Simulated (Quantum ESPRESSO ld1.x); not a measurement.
Question: The mean radii <r> (bohr) of the occupied orbitals of an atom or ion are listed with their occupations. Calculated with ld1.x of Quantum ESPRESSO 7.5: Dirac Kohn-Sham, LDA (Slater exchange, Perdew-Zunger correlation), spin-unpolarised, spherical densities, point nucleus.

| orbital | occ. | <r> |
|---|---|---|
| 1s1/2 | 2 | 0.02845 |
| 2s1/2 | 2 | 0.1223 |
| 2p1/2 | 2 | 0.1033 |
| 2p3/2 | 4 | 0.1088 |
| 3s1/2 | 2 | 0.3305 |
| 3p1/2 | 2 | 0.3208 |
| 3p3/2 | 4 | 0.3321 |
| 3d3/2 | 4 | 0.3029 |
| 3d5/2 | 6 | 0.3065 |
| 4s1/2 | 2 | 0.7739 |
| 4p1/2 | 2 | 0.8061 |
| 4p3/2 | 4 | 0.8313 |
| 4d3/2 | 2.8 | 0.9230 |
| 4d5/2 | 4.2 | 0.9315 |

Name the element and its charge. Open shells, if any, are shared by 2j + 1.

Answer: Z = 51, antimony, charge +8: Sb8+ in [Kr] 4d7. The 1s radius gives Z: for a bare nucleus <r> = (2 gamma + 1)/(2Z) with gamma = sqrt(1 - (Z/c)^2), 0.028 bohr for Z = 51, and screening makes it slightly larger (0.02845 here). The occupations add up to 43, and the charge is Z minus that.
